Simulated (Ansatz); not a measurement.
```xyz
3

Ni    0.0000    0.0000    0.0000
N     0.0000    1.6858    0.6136
F     0.0000   -1.5648    0.5695
```

Basis set: pcseg-2 (spherical functions). Charge 0, multiplicity 3.

Computed with Ansatz (development build ahead of 0.2.0); each method stands on the lowest determinant of its kind that the runs found. Restricted functionals stand beside restricted open-shell atoms, which can lie above the unrestricted atoms usual in DFT and then raise those values.

Task: Give the atomization energy at this shape (free ground-state atoms in the same class of orbitals less the molecule, no zero-point energy) of triplet NiNF by PBE0 (unrestricted), PBE0 (restricted open-shell).

Result:

```
                      method  atomization energy
         PBE0 (unrestricted)             6.00 eV
PBE0 (restricted open-shell)             5.31 eV
```

Caution: other spin multiplicities were not run. Caution for PBE0 (unrestricted): the unrestricted determinant is spin contaminated. Caution for PBE0 (restricted open-shell): an unrestricted determinant lies well below.

The shape needn't be a minimum at these levels.
